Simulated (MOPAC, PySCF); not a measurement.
H₃FSi, SMILES `F[SiH3]`, neutral singlet in the gas phase. 

Cartesian coordinates (Å):
```xyz
5

F      1.5548     0.1712    -0.0510
Si    -0.0355    -0.0040     0.0013
H     -0.6599     1.2852    -0.3726
H     -0.4202    -1.0647    -0.9573
H     -0.4180    -0.3859     1.3796
```
Charge 0, multiplicity 1.

All levels are single points at this geometry (r2SCAN-D4/def2-TZVP); Pople sets use spherical d functions. Orbital energies aren't observables, and empty levels follow the basis.

HF/6-31G* in PySCF gives HOMO (eV) = -13.31.

Q: Estimate the HOMO (eV) from each of these levels: PBE-D3(BJ)/def2-TZVP in PySCF; r2SCAN-D4/def2-TZVP in PySCF; B3LYP/3-21G in PySCF; B3LYP/LANL2DZ in PySCF; PBE/6-31G* in PySCF; SVWN5/6-31G* in PySCF; HF/STO-3G in PySCF; AM1 in MOPAC.

A: 
```json
[
 {"level": "PBE-D3(BJ)/def2-TZVP in PySCF", "HOMO (eV)": "-8.30"},
 {"level": "r2SCAN-D4/def2-TZVP in PySCF", "HOMO (eV)": "-8.69"},
 {"level": "B3LYP/3-21G in PySCF", "HOMO (eV)": "-9.17"},
 {"level": "B3LYP/LANL2DZ in PySCF", "HOMO (eV)": "-9.68"},
 {"level": "PBE/6-31G* in PySCF", "HOMO (eV)": "-8.05"},
 {"level": "SVWN5/6-31G* in PySCF", "HOMO (eV)": "-8.07"},
 {"level": "HF/STO-3G in PySCF", "HOMO (eV)": "-10.44"},
 {"level": "AM1 in MOPAC", "HOMO (eV)": "-11.70"}
]
```
